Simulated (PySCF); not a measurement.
Working with the constants of BiF

UHF-SCS-MP2 constants of BiF, ³Σ⁻ (triplet), unpaired electrons π ↑↑ (PySCF, scalar-relativistic core potentials, basis sets Bi aug-cc-pVDZ-PP with ECP60, F aug-cc-pVDZ; masses 208.9804 and 18.9984 u):

- ωe: 543.1 cm⁻¹
- ωexe: 2.2 cm⁻¹
- Be: 0.22804 cm⁻¹
- αe: 0.00134 cm⁻¹
- De to Bi + F: 3.73 eV

**Question.** What force constant and bond length do these constants imply?

**Answer.** Reduced mass μred = 17.415 u; k = 5.8918×10⁻⁷·μred·ωe² (u, cm⁻¹, mdyn/Å) = 3.03 mdyn/Å; Re = √(16.8576/(μred·Be)) (u, cm⁻¹, Å) = 2.060 Å.

**Question.** Estimate the centrifugal constant D from the Kratzer relation and find the Dunham coefficient a1.

**Answer.** D = 4Be³/ωe² = 1.61e-07 cm⁻¹; a1 = −1 − αeωe/(6Be²) = -3.33.

Correlated steps freeze 5 core orbitals. Correlated levels converge slowly with the basis: in double zeta they bind strong bonds too weakly, by up to about 1 eV, and carry superposition errors of some tenths. Spin–orbit coupling is left out, which matters for elements this heavy, above all for dissociation energies. The state is the lowest determinant that a PBE0 search found; another state may lie lower at other levels.
